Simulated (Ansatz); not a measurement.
Ansatz (a program for electronic structure) input (HF/6-31G*):

Ansatz 0.2 input:
```yaml
crystal:
  periodic: [false, false, false]
  atoms:
    - {symbol: C, position_ang: [1.47612226, -1.09746342, 0.14193457]}
    - {symbol: Si, position_ang: [-0.01232038, 0.04190480, -0.00583826]}
    - {symbol: C, position_ang: [-1.53405903, -0.90454001, -0.53747058]}
    - {symbol: O, position_ang: [-0.23768852, 0.81997785, 1.43708410]}
    - {symbol: O, position_ang: [0.23926266, 1.22097817, -1.12415416]}
    - {symbol: H, position_ang: [1.31521726, -1.88623198, 0.87436678]}
    - {symbol: H, position_ang: [2.37055375, -0.55315738, 0.43522681]}
    - {symbol: H, position_ang: [1.68707755, -1.58008314, -0.80868819]}
    - {symbol: H, position_ang: [-1.40604403, -1.32068740, -1.53326811]}
    - {symbol: H, position_ang: [-1.75416719, -1.72729310, 0.13843051]}
    - {symbol: H, position_ang: [-2.40187707, -0.25223600, -0.56224331]}
    - {symbol: H, position_ang: [0.05067808, 0.39594804, 2.23166803]}
    - {symbol: H, position_ang: [0.64607463, 2.02144629, -0.82398013]}
basis:
  gaussian:
    orbitals: 6-31G*
hamiltonian:
  xc: {name: HF}
phonons: {temperatures: {t_min: 298.15, t_max: 298.15, t_step: 100}}
```

Output:

```
Functional definition: HF
integrals: 0.04 GiB planned
1050 factors; integrals over basis functions are off by at most 3.7e-4 eV
mean field: 0.28 GiB planned
mean field evaluation 1: about -14122.0967 eV, gradient 4.8e1 eV
mean field evaluation 2: about -14122.1554 eV, gradient 4.8e1 eV
mean field evaluation 4: about -14126.6991 eV, gradient 3.7e0 eV
mean field evaluation 8: about -14126.7439 eV, gradient 9.1e-5 eV
mean field -14126.74388239 eV, -519.1482622271 hartree, gradient 1.6e-5 eV, S^2 0.000000; 0 other end points of the search recorded, 0 dependent functions left out
the calculation of the forces begins
reference -14126.74388239 eV, -519.1482622271 hartree; 25, 25 occupied and 70, 70 virtual orbitals, 1050 factors
these checks for a lower state are left out or cut short: stability, starts, cluster_reference, orbital_swaps, neighbouring_geometries, increment
integrals: 0.04 GiB planned
1050 factors; integrals over basis functions are off by at most 3.7e-4 eV
mean field: 0.28 GiB planned
mean field evaluation 16: about -14126.7437 eV, gradient 2.5e-6 eV
mean field -14126.74372787 eV, -519.1482565485 hartree, gradient 2.6e-6 eV, S^2 0.000000; 0 other end points of the search recorded, 0 dependent functions left out
the calculation of the forces begins
reference -14126.74372787 eV, -519.1482565485 hartree; 25, 25 occupied and 70, 70 virtual orbitals, 1050 factors
these checks for a lower state are left out or cut short: stability, starts, cluster_reference, orbital_swaps, neighbouring_geometries, increment
integrals: 0.04 GiB planned
1050 factors; integrals over basis functions are off by at most 3.7e-4 eV
mean field: 0.28 GiB planned
mean field -14126.74372949 eV, -519.1482566079 hartree, gradient 2.5e-6 eV, S^2 0.000000; 0 other end points of the search recorded, 0 dependent functions left out
the calculation of the forces begins
reference -14126.74372949 eV, -519.1482566079 hartree; 25, 25 occupied and 70, 70 virtual orbitals, 1050 factors
these checks for a lower state are left out or cut short: stability, starts, cluster_reference, orbital_swaps, neighbouring_geometries, increment
integrals: 0.04 GiB planned
1050 factors; integrals over basis functions are off by at most 3.7e-4 eV
mean field: 0.28 GiB planned
mean field -14126.74372134 eV, -519.1482563086 hartree, gradient 3.0e-6 eV, S^2 0.000000; 0 other end points of the search recorded, 0 dependent functions left out
the calculation of the forces begins
reference -14126.74372134 eV, -519.1482563086 hartree; 25, 25 occupied and 70, 70 virtual orbitals, 1050 factors
these checks for a lower state are left out or cut short: stability, starts, cluster_reference, orbital_swaps, neighbouring_geometries, increment
integrals: 0.04 GiB planned
1050 factors; integrals over basis functions are off by at most 3.7e-4 eV
mean field: 0.28 GiB planned
mean field evaluation 32: about -14126.7437 eV, gradient 5.1e-5 eV
mean field -14126.74372024 eV, -519.1482562679 hartree, gradient 1.1e-6 eV, S^2 0.000000; 0 other end points of the search recorded, 0 dependent functions left out
the calculation of the forces begins
reference -14126.74372024 eV, -519.1482562679 hartree; 25, 25 occupied and 70, 70 virtual orbitals, 1050 factors
these checks for a lower state are left out or cut short: stability, starts, cluster_reference, orbital_swaps, neighbouring_geometries, increment
integrals: 0.04 GiB planned
1050 factors; integrals over basis functions are off by at most 3.7e-4 eV
mean field: 0.28 GiB planned
mean field -14126.74371032 eV, -519.1482559035 hartree, gradient 9.7e-7 eV, S^2 0.000000; 0 other end points of the search recorded, 0 dependent functions left out
the calculation of the forces begins
reference -14126.74371032 eV, -519.1482559035 hartree; 25, 25 occupied and 70, 70 virtual orbitals, 1050 factors
these checks for a lower state are left out or cut short: stability, starts, cluster_reference, orbital_swaps, neighbouring_geometries, increment
integrals: 0.04 GiB planned
1050 factors; integrals over basis functions are off by at most 3.7e-4 eV
mean field: 0.28 GiB planned
mean field -14126.74370664 eV, -519.1482557683 hartree, gradient 1.0e-6 eV, S^2 0.000000; 0 other end points of the search recorded, 0 dependent functions left out
the calculation of the forces begins
reference -14126.74370664 eV, -519.1482557683 hartree; 25, 25 occupied and 70, 70 virtual orbitals, 1050 factors
these checks for a lower state are left out or cut short: stability, starts, cluster_reference, orbital_swaps, neighbouring_geometries, increment
integrals: 0.04 GiB planned
1050 factors; integrals over basis functions are off by at most 3.7e-4 eV
mean field: 0.28 GiB planned
mean field -14126.74376055 eV, -519.1482577495 hartree, gradient 2.1e-6 eV, S^2 0.000000; 0 other end points of the search recorded, 0 dependent functions left out
[...]
1050 factors; integrals over basis functions are off by at most 3.7e-4 eV
mean field: 0.28 GiB planned
mean field -14126.74386473 eV, -519.1482615779 hartree, gradient 2.6e-6 eV, S^2 0.000000; 0 other end points of the search recorded, 0 dependent functions left out
the calculation of the forces begins
reference -14126.74386473 eV, -519.1482615779 hartree; 25, 25 occupied and 70, 70 virtual orbitals, 1050 factors
these checks for a lower state are left out or cut short: stability, starts, cluster_reference, orbital_swaps, neighbouring_geometries, increment
integrals: 0.04 GiB planned
1050 factors; integrals over basis functions are off by at most 3.7e-4 eV
mean field: 0.28 GiB planned
mean field evaluation 416: about -14126.7439 eV, gradient 2.9e-5 eV
mean field -14126.74386433 eV, -519.1482615631 hartree, gradient 2.7e-6 eV, S^2 0.000000; 0 other end points of the search recorded, 0 dependent functions left out
the calculation of the forces begins
reference -14126.74386433 eV, -519.1482615631 hartree; 25, 25 occupied and 70, 70 virtual orbitals, 1050 factors
these checks for a lower state are left out or cut short: stability, starts, cluster_reference, orbital_swaps, neighbouring_geometries, increment
integrals: 0.04 GiB planned
1050 factors; integrals over basis functions are off by at most 3.7e-4 eV
mean field: 0.28 GiB planned
mean field -14126.74384210 eV, -519.1482607462 hartree, gradient 2.8e-6 eV, S^2 0.000000; 0 other end points of the search recorded, 0 dependent functions left out
the calculation of the forces begins
reference -14126.74384210 eV, -519.1482607462 hartree; 25, 25 occupied and 70, 70 virtual orbitals, 1050 factors
these checks for a lower state are left out or cut short: stability, starts, cluster_reference, orbital_swaps, neighbouring_geometries, increment
integrals: 0.04 GiB planned
1050 factors; integrals over basis functions are off by at most 3.7e-4 eV
mean field: 0.28 GiB planned
mean field -14126.74384221 eV, -519.1482607503 hartree, gradient 2.7e-6 eV, S^2 0.000000; 0 other end points of the search recorded, 0 dependent functions left out
the calculation of the forces begins
reference -14126.74384221 eV, -519.1482607503 hartree; 25, 25 occupied and 70, 70 virtual orbitals, 1050 factors
these checks for a lower state are left out or cut short: stability, starts, cluster_reference, orbital_swaps, neighbouring_geometries, increment
integrals: 0.04 GiB planned
1050 factors; integrals over basis functions are off by at most 3.7e-4 eV
mean field: 0.28 GiB planned
mean field -14126.74374401 eV, -519.1482571414 hartree, gradient 1.1e-6 eV, S^2 0.000000; 0 other end points of the search recorded, 0 dependent functions left out
the calculation of the forces begins
reference -14126.74374401 eV, -519.1482571414 hartree; 25, 25 occupied and 70, 70 virtual orbitals, 1050 factors
these checks for a lower state are left out or cut short: stability, starts, cluster_reference, orbital_swaps, neighbouring_geometries, increment
integrals: 0.04 GiB planned
1050 factors; integrals over basis functions are off by at most 3.7e-4 eV
mean field: 0.28 GiB planned
mean field -14126.74374396 eV, -519.1482571397 hartree, gradient 1.2e-6 eV, S^2 0.000000; 0 other end points of the search recorded, 0 dependent functions left out
the calculation of the forces begins
reference -14126.74374396 eV, -519.1482571397 hartree; 25, 25 occupied and 70, 70 virtual orbitals, 1050 factors
these checks for a lower state are left out or cut short: stability, starts, cluster_reference, orbital_swaps, neighbouring_geometries, increment
integrals: 0.04 GiB planned
1050 factors; integrals over basis functions are off by at most 3.7e-4 eV
mean field: 0.28 GiB planned
mean field evaluation 448: about -14126.7438 eV, gradient 2.9e-6 eV
mean field -14126.74384701 eV, -519.1482609268 hartree, gradient 2.9e-6 eV, S^2 0.000000; 0 other end points of the search recorded, 0 dependent functions left out
the calculation of the forces begins
reference -14126.74384701 eV, -519.1482609268 hartree; 25, 25 occupied and 70, 70 virtual orbitals, 1050 factors
these checks for a lower state are left out or cut short: stability, starts, cluster_reference, orbital_swaps, neighbouring_geometries, increment
integrals: 0.04 GiB planned
1050 factors; integrals over basis functions are off by at most 3.7e-4 eV
mean field: 0.28 GiB planned
mean field -14126.74384818 eV, -519.1482609698 hartree, gradient 3.0e-6 eV, S^2 0.000000; 0 other end points of the search recorded, 0 dependent functions left out
the calculation of the forces begins
reference -14126.74384818 eV, -519.1482609698 hartree; 25, 25 occupied and 70, 70 virtual orbitals, 1050 factors
these checks for a lower state are left out or cut short: stability, starts, cluster_reference, orbital_swaps, neighbouring_geometries, increment
integrals: 0.04 GiB planned
1050 factors; integrals over basis functions are off by at most 3.7e-4 eV
mean field: 0.28 GiB planned
mean field -14126.74374490 eV, -519.1482571742 hartree, gradient 1.1e-6 eV, S^2 0.000000; 0 other end points of the search recorded, 0 dependent functions left out
the calculation of the forces begins
reference -14126.74374490 eV, -519.1482571742 hartree; 25, 25 occupied and 70, 70 virtual orbitals, 1050 factors
these checks for a lower state are left out or cut short: stability, starts, cluster_reference, orbital_swaps, neighbouring_geometries, increment
integrals: 0.04 GiB planned
1050 factors; integrals over basis functions are off by at most 3.7e-4 eV
mean field: 0.28 GiB planned
mean field -14126.74374474 eV, -519.1482571685 hartree, gradient 1.2e-6 eV, S^2 0.000000; 0 other end points of the search recorded, 0 dependent functions left out
the calculation of the forces begins
reference -14126.74374474 eV, -519.1482571685 hartree; 25, 25 occupied and 70, 70 virtual orbitals, 1050 factors
these checks for a lower state are left out or cut short: stability, starts, cluster_reference, orbital_swaps, neighbouring_geometries, increment
integrals: 0.04 GiB planned
1050 factors; integrals over basis functions are off by at most 3.7e-4 eV
mean field: 0.28 GiB planned
mean field -14126.74385813 eV, -519.1482613354 hartree, gradient 2.1e-6 eV, S^2 0.000000; 0 other end points of the search recorded, 0 dependent functions left out
the calculation of the forces begins
reference -14126.74385813 eV, -519.1482613354 hartree; 25, 25 occupied and 70, 70 virtual orbitals, 1050 factors
these checks for a lower state are left out or cut short: stability, starts, cluster_reference, orbital_swaps, neighbouring_geometries, increment
integrals: 0.04 GiB planned
1050 factors; integrals over basis functions are off by at most 3.7e-4 eV
mean field: 0.28 GiB planned
mean field -14126.74385913 eV, -519.1482613723 hartree, gradient 2.4e-6 eV, S^2 0.000000; 0 other end points of the search recorded, 0 dependent functions left out
the calculation of the forces begins
reference -14126.74385913 eV, -519.1482613723 hartree; 25, 25 occupied and 70, 70 virtual orbitals, 1050 factors
Total energy: -14126.74388239 eV, -519.1482622271 hartree
Atom 0 at     1.476122    -1.097463     0.141935 Å, force    -0.000249     0.000177     0.000623 eV/Å
Atom 1 at    -0.012320     0.041905    -0.005838 Å, force     0.000074    -0.001143    -0.000785 eV/Å
Atom 2 at    -1.534059    -0.904540    -0.537471 Å, force     0.000062     0.000563     0.000490 eV/Å
Atom 3 at    -0.237689     0.819978     1.437084 Å, force    -0.000197     0.000577     0.000255 eV/Å
Atom 4 at     0.239263     1.220978    -1.124154 Å, force     0.000254     0.000666     0.000404 eV/Å
Atom 5 at     1.315217    -1.886232     0.874367 Å, force     0.000238    -0.000098    -0.000114 eV/Å
Atom 6 at     2.370554    -0.553157     0.435227 Å, force    -0.000009    -0.000091     0.000032 eV/Å
Atom 7 at     1.687078    -1.580083    -0.808688 Å, force    -0.000128     0.000049    -0.000278 eV/Å
Atom 8 at    -1.406044    -1.320687    -1.533268 Å, force     0.000091    -0.000278    -0.000245 eV/Å
Atom 9 at    -1.754167    -1.727293     0.138431 Å, force    -0.000128    -0.000056    -0.000051 eV/Å
Atom 10 at    -2.401877    -0.252236    -0.562243 Å, force     0.000068    -0.000132     0.000032 eV/Å
Atom 11 at     0.050678     0.395948     2.231668 Å, force     0.000123    -0.000051    -0.000204 eV/Å
Atom 12 at     0.646075     2.021446    -0.823980 Å, force    -0.000199    -0.000184    -0.000161 eV/Å
Dipole moment:     0.248052    -0.195565     0.338685 e Å
Vibrations: 115.85 144.23 152.13 169.65 208.12 243.06 274.05 332.31 362.01 660.71 740.43 800.79 829.45 861.03 870.37 903.81 921.02 1002.97 1026.00 1460.24 1463.97 1599.50 1601.66 1608.83 1611.89 3183.68 3192.23 3245.08 3255.46 3258.75 3269.40 4139.51 4151.73 cm⁻¹, zero-point energy 2.954538 eV
```

The blocks after the first are displaced geometries, from whose forces the wavenumbers follow.
